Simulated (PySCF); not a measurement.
Cl$_{2}$Se, singlet, at a GFN2-xTB geometry; PySCF with HF/def2-SVP.

Input for PySCF:
```python
from pyscf import gto, scf

mol = gto.Mole()
mol.atom = '''
    Se    0.00136488    0.00124916    0.68646471
    Cl    1.04133364    1.25945705   -0.69083200
    Cl   -1.04406340   -1.26195537   -0.68209743
'''
mol.basis = 'def2-svp'
mol.verbose = 5
mol.build()

mf = scf.RHF(mol)
mf.kernel()
mf.analyze()
```

### Question
What does PySCF print? Leave out banner, timings and long lists.

### Answer

```
PySCF version 2.14.0

[INPUT] verbose = 5
[INPUT] max_memory = 4000
[INPUT] num. atoms = 3
[INPUT] num. electrons = 68
[INPUT] charge = 0
[INPUT] spin (= nelec alpha-beta = 2S) = 0
[INPUT] symmetry False subgroup None
[INPUT] Mole.unit = angstrom
[INPUT] Symbol           X                Y                Z      unit          X                Y                Z       unit  Magmom
[...]
[INPUT] ---------------- BASIS SET ----------------
[INPUT] l, kappa, [nprim/nctr], expnt,             c_1 c_2 ...
[INPUT] Se
[...]
                                16007.604701      0.010943525114
                                3642.1699707      0.054374171596
                                1028.5912993      0.19018092947
                                335.30298888      0.38913021696
                                115.80129154      0.30620207088
[...]
                                26.726257934      0.64752124207
                                11.124501923      0.44241976651
[...]
                                3.3668473803      0.73591359951
                                1.5249277839      0.44330199577
[...]
                                343.75101831      0.066875851967
                                109.29554964      0.2664057808
                                39.707711022      0.53834928422
                                14.950185232      0.36303281993
[...]
                                3.2934649756      0.57257906583
                                1.4058602438      0.25549813222
[...]
                                27.18818526       0.13747735767
                                9.5091567352      0.36649929124
                                3.4170516853      0.48750989884
[...]
[INPUT] Cl
[...]
                                1571.7365221      0.014754727977
                                357.12065523      0.066679112875
                                100.25185935      0.17228924084
                                30.812727554      0.158837861
[...]
                                5.7045760975      0.60841752753
                                2.3508376809      0.54352153355
[...]
                                72.102015515      -0.063563355471
                                22.532680262      -0.24016428276
                                7.8991765444      -0.47798866557
                                2.8767268321      -0.38515850005
[...]
nuclear repulsion = 333.157630081778
number of shells = 28
number of NR pGTOs = 146
number of NR cGTOs = 68
basis = def2-svp
ecp = {}

******** <class 'pyscf.scf.hf.RHF'> ********
method = RHF
initial guess = minao
damping factor = 0
level_shift factor = 0
DIIS = <class 'pyscf.scf.diis.CDIIS'>
diis_start_cycle = 1
diis_space = 8
diis_damp = 0
SCF conv_tol = 1e-09
SCF conv_tol_grad = None
SCF max_cycles = 50
direct_scf = True
direct_scf_tol = 1e-13
Set gradient conv threshold to 3.16228e-05
Initial guess from minao.
E1 = -5276.172884472646  E2 = 1625.4729734559119  Ecoul = 1765.945464408244  Exc = -140.47249095233224
init E= -3317.54228093496
cond(S) = 156.72675272096734
[...]
  mo_energy =
[-4.60845300e+02 -1.04864952e+02 -1.04864940e+02 -6.06667913e+01
 -5.42854429e+01 -5.42854026e+01 -5.42853115e+01 -1.06340672e+01
 -1.06340408e+01 -8.95230235e+00 -8.10317414e+00 -8.10315588e+00
 -8.10127664e+00 -8.10126671e+00 -8.10126549e+00 -8.10126505e+00
 -6.68265857e+00 -6.68179346e+00 -6.67969764e+00 -2.66817327e+00
 -2.66672437e+00 -2.66525803e+00 -2.66495480e+00 -2.66474691e+00
 -1.29491911e+00 -1.16415481e+00 -8.63651429e-01 -5.96811542e-01
 -5.42451292e-01 -5.21249295e-01 -4.53096696e-01 -4.28383440e-01
 -4.19572457e-01 -2.25829468e-01 -4.73320212e-02 -4.07534228e-02
  3.96132443e-01  5.63019578e-01  5.67876596e-01  5.87480040e-01
  6.01792381e-01  6.13146760e-01  6.56977120e-01  6.89271651e-01
  6.99768993e-01  8.39351859e-01  8.84190437e-01  9.72706757e-01
  9.72747373e-01  9.77438341e-01  9.77556010e-01  9.83764007e-01
  1.02597220e+00  1.03392427e+00  1.03562273e+00  1.07018764e+00
  1.15975496e+00  1.16365290e+00  1.20150877e+00  1.23574190e+00
  1.24018650e+00  1.53563155e+00  1.59448850e+00  3.50444000e+00
  3.51340060e+00  3.55667951e+00  3.62247222e+00  3.80752799e+00]
E1 = -5272.640471164062  E2 = 1621.2816255984071  Ecoul = 1761.8904904595286  Exc = -140.60886486112145
cycle= 1 E= -3318.20121548388  delta_E= -0.659  |g|= 0.34  |ddm|= 2.17
[...]
  mo_energy =
[-4.61056178e+02 -1.04786940e+02 -1.04786929e+02 -6.08744726e+01
 -5.44920657e+01 -5.44916124e+01 -5.44895559e+01 -1.05589559e+01
 -1.05589441e+01 -9.13760383e+00 -8.03337715e+00 -8.03336677e+00
 -8.02908438e+00 -8.02907295e+00 -8.02844465e+00 -8.02844400e+00
 -6.87535049e+00 -6.87250858e+00 -6.85983824e+00 -2.86767978e+00
 -2.86665110e+00 -2.85213081e+00 -2.84934322e+00 -2.84572251e+00
 -1.19525734e+00 -1.10769830e+00 -9.05707397e-01 -5.98843901e-01
 -5.75243408e-01 -5.65461965e-01 -4.84211063e-01 -4.73717053e-01
 -4.62012362e-01 -3.91362572e-01  1.30859190e-02  1.46244342e-02
  3.44394552e-01  4.98432594e-01  5.05368882e-01  5.16981536e-01
  5.23243950e-01  5.48935278e-01  6.34565199e-01  6.67765648e-01
  7.22775942e-01  8.03880468e-01  8.56540578e-01  1.00060933e+00
  1.01433134e+00  1.02070469e+00  1.02081869e+00  1.02492222e+00
  1.05176030e+00  1.05872615e+00  1.06162355e+00  1.07821889e+00
  1.17368060e+00  1.19832737e+00  1.23668146e+00  1.25479080e+00
  1.25483725e+00  1.55272862e+00  1.60130929e+00  3.36187338e+00
  3.36823430e+00  3.39244149e+00  3.48650280e+00  3.64674743e+00]
E1 = -5278.650333428822  E2 = 1627.2624104703436  Ecoul = 1767.957043900599  Exc = -140.6946334302554
cycle= 2 E= -3318.2302928767  delta_E= -0.0291  |g|= 0.197  |ddm|= 0.598
[...]
  mo_energy =
[-4.60873121e+02 -1.04830074e+02 -1.04830063e+02 -6.07024324e+01
 -5.43184936e+01 -5.43179737e+01 -5.43157640e+01 -1.05916097e+01
 -1.05915986e+01 -8.99402853e+00 -8.06667841e+00 -8.06666979e+00
 -8.06276685e+00 -8.06275554e+00 -8.06221192e+00 -8.06221159e+00
[...]
converged SCF energy = -3318.23977407453
Total Energy =                       -3318.239774074532761
[...]
0 Se 5dyz        0.00047   0.00003   0.12984   0.63414  -0.00141
0 Se 5dz^2       0.12703  -0.06644  -0.00078   0.00064  -0.00000
0 Se 5dxz        0.00048  -0.00008   0.10739  -0.76672   0.00228
0 Se 5dx2-y2     0.00550   0.01954  -0.00002  -0.00268  -0.97682
1 Cl 1s         -0.00001   0.00040   0.00031   0.00000  -0.00000
1 Cl 2s         -0.00007  -0.00048  -0.00039  -0.00000  -0.00000
1 Cl 3s          0.00088   0.00333  -0.00198  -0.00000  -0.00000
1 Cl 4s          0.01367  -0.24539  -0.22683   0.00000   0.00000
1 Cl 2px         0.00003  -0.00055  -0.00038   0.00003  -0.00002
1 Cl 2py         0.00003  -0.00067  -0.00046  -0.00002   0.00002
1 Cl 2pz         0.00027   0.00076   0.00045  -0.00000   0.00000
1 Cl 3px         0.00113  -0.00463   0.00192   0.00096  -0.00124
1 Cl 3py         0.00136  -0.00561   0.00232  -0.00079   0.00103
1 Cl 3pz        -0.00000   0.00561  -0.00293  -0.00000   0.00000
1 Cl 4px        -0.09988   0.21931   0.18780  -0.01691   0.01630
1 Cl 4py        -0.12058   0.26534   0.22721   0.01399  -0.01348
1 Cl 4pz        -0.31614  -0.29732  -0.23352   0.00001  -0.00001
1 Cl 3dxy        0.20942  -0.22943  -0.21764   0.00743  -0.00557
1 Cl 3dyz        0.08647   0.26272   0.30244   0.01215  -0.02363
1 Cl 3dz^2      -0.44113   0.01656  -0.07964   0.00001  -0.00002
1 Cl 3dxz        0.07125   0.21719   0.24997  -0.01471   0.02858
1 Cl 3dx2-y2    -0.03996   0.04395   0.04172   0.03886  -0.02907
2 Cl 1s         -0.00001   0.00040  -0.00031  -0.00000  -0.00000
2 Cl 2s         -0.00007  -0.00048   0.00039   0.00000  -0.00000
2 Cl 3s          0.00088   0.00333   0.00198   0.00000  -0.00000
2 Cl 4s          0.01367  -0.24539   0.22683  -0.00000   0.00000
2 Cl 2px        -0.00003   0.00055  -0.00038   0.00003   0.00002
2 Cl 2py        -0.00003   0.00067  -0.00046  -0.00002  -0.00002
2 Cl 2pz         0.00027   0.00075  -0.00045  -0.00000  -0.00000
2 Cl 3px        -0.00113   0.00466   0.00193   0.00096   0.00124
2 Cl 3py        -0.00136   0.00563   0.00233  -0.00079  -0.00103
2 Cl 3pz         0.00001   0.00557   0.00291  -0.00000  -0.00000
2 Cl 4px         0.09862  -0.22049   0.18873  -0.01691  -0.01630
2 Cl 4py         0.11943  -0.26641   0.22805   0.01399   0.01348
2 Cl 4pz        -0.31697  -0.29547   0.23194   0.00001   0.00001
2 Cl 3dxy        0.20881  -0.23127   0.21976  -0.00743  -0.00558
2 Cl 3dyz       -0.09023  -0.26153   0.30191   0.01203   0.02354
2 Cl 3dz^2      -0.44007   0.01971   0.07601   0.00001   0.00002
2 Cl 3dxz       -0.07489  -0.21640   0.24987  -0.01453  -0.02845
2 Cl 3dx2-y2    -0.03993   0.04404  -0.04182  -0.03896  -0.02927
               #66       #67       #68
0 Se 1s         -0.00000  -0.00001   0.00000
0 Se 2s          0.00000   0.00003  -0.00000
0 Se 3s          0.00006  -0.00051   0.00000
0 Se 4s         -0.00017   0.00060   0.00000
0 Se 5s         -0.00295  -0.08536  -0.00000
0 Se 2px        -0.00000  -0.00000  -0.00002
0 Se 2py        -0.00000  -0.00000  -0.00003
0 Se 2pz        -0.00010  -0.00005   0.00000
0 Se 3px         0.00000  -0.00000  -0.00002
0 Se 3py         0.00000  -0.00000  -0.00002
0 Se 3pz         0.00043  -0.00003   0.00000
0 Se 4px         0.00000   0.00000   0.00127
0 Se 4py         0.00000   0.00000   0.00154
0 Se 4pz         0.00081   0.00093  -0.00001
0 Se 5px         0.00004   0.00011   0.04897
0 Se 5py         0.00003   0.00010   0.05920
0 Se 5pz         0.01764   0.05562  -0.00021
0 Se 3dxy        0.00061   0.00057  -0.00000
0 Se 3dyz       -0.00000   0.00000  -0.00093
0 Se 3dz^2      -0.00050   0.00071   0.00001
0 Se 3dxz       -0.00000   0.00000  -0.00077
0 Se 3dx2-y2    -0.00012  -0.00011   0.00000
0 Se 4dxy       -0.04083   0.10984   0.00054
0 Se 4dyz        0.00035  -0.00011   0.15514
0 Se 4dz^2       0.08229   0.04559  -0.00093
0 Se 4dxz        0.00034  -0.00000   0.12831
0 Se 4dx2-y2     0.00780  -0.02098  -0.00003
0 Se 5dxy        0.41399  -0.87482  -0.00261
0 Se 5dyz       -0.00379   0.00073  -0.74732
0 Se 5dz^2      -0.89618  -0.41670   0.00448
0 Se 5dxz       -0.00368  -0.00018  -0.61809
0 Se 5dx2-y2    -0.07907   0.16709   0.00013
1 Cl 1s         -0.00001  -0.00002  -0.00006
1 Cl 2s          0.00002  -0.00007   0.00021
1 Cl 3s          0.00041  -0.00154   0.00167
1 Cl 4s          0.00303   0.04605  -0.04529
1 Cl 2px         0.00004  -0.00003   0.00017
1 Cl 2py         0.00004  -0.00004   0.00021
1 Cl 2pz        -0.00000   0.00006  -0.00019
1 Cl 3px         0.00039   0.00151  -0.00177
1 Cl 3py         0.00047   0.00182  -0.00214
1 Cl 3pz         0.00167  -0.00225   0.00174
1 Cl 4px        -0.01426  -0.01199  -0.00087
1 Cl 4py        -0.01723  -0.01450  -0.00104
1 Cl 4pz        -0.01681   0.00862  -0.00840
1 Cl 3dxy        0.03239   0.02907  -0.02708
1 Cl 3dyz        0.00950  -0.01913   0.04614
1 Cl 3dz^2      -0.05609   0.00497  -0.00533
1 Cl 3dxz        0.00783  -0.01581   0.03814
1 Cl 3dx2-y2    -0.00618  -0.00556   0.00520
2 Cl 1s         -0.00001  -0.00002   0.00006
2 Cl 2s          0.00002  -0.00007  -0.00021
2 Cl 3s          0.00041  -0.00154  -0.00167
2 Cl 4s          0.00303   0.04605   0.04529
2 Cl 2px        -0.00004   0.00003   0.00017
2 Cl 2py        -0.00004   0.00004   0.00021
2 Cl 2pz        -0.00000   0.00006   0.00019
2 Cl 3px        -0.00039  -0.00152  -0.00178
2 Cl 3py        -0.00047  -0.00183  -0.00215
2 Cl 3pz         0.00167  -0.00224  -0.00172
2 Cl 4px         0.01420   0.01202  -0.00083
2 Cl 4py         0.01717   0.01453  -0.00101
2 Cl 4pz        -0.01693   0.00852   0.00840
2 Cl 3dxy        0.03232   0.02921   0.02741
2 Cl 3dyz       -0.01000   0.01903   0.04604
2 Cl 3dz^2      -0.05597   0.00474   0.00478
2 Cl 3dxz       -0.00831   0.01576   0.03810
2 Cl 3dx2-y2    -0.00618  -0.00557  -0.00521
 ** Mulliken pop on meta-lowdin orthogonal AOs  **
 ** Mulliken pop  **
 ** Mulliken atomic charges  **
charge of    0Se =      0.39562
charge of    1Cl =     -0.19781
charge of    2Cl =     -0.19781
Dipole moment(X, Y, Z, Debye):  0.00270,  0.00247,  1.35550
```
